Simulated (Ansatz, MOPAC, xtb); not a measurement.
Noncovalent pair: H2O (SMILES O) (first 3 atoms) with SO2 (SMILES O=S=O); geometry from B3LYP-D3(BJ)/def2-TZVP, rigid monomers moved along the line of their centres of mass till O1···S5 is 3.11 Å.
(charge 0, multiplicity 1):
```xyz
6

O      0.506    -0.090     0.610
H      0.607     0.850     0.422
H     -0.363    -0.335     0.269
O     -1.259    -0.638     3.575
S      0.094    -0.155     3.695
O      0.293     1.266     3.823
```

Interaction energies are E(AB) − E(A) − E(B) at the monomers' geometry in the complex; basis-set methods are counterpoise corrected.

The state that AM1, PM3 reach isn't checked.

Codes used: Ansatz (Gaussian basis) for Hartree–Fock, density functionals and correlated methods; MOPAC for AM1, PM3 (differences of heats of formation); xtb for the GFN methods. Each number belongs to the level named beside it.

Question: One of these levels gives -5.86 kcal/mol for the interaction energy. Which one is it?
A. AM1
B. PM3
C. r2SCAN/def2-TZVPPD
D. GFN2-xTB

Answer: D, GFN2-xTB. The others give -3.12 (AM1), -0.16 (PM3), -4.09 (r2SCAN/def2-TZVPPD)

Ansatz is a first-principles code.
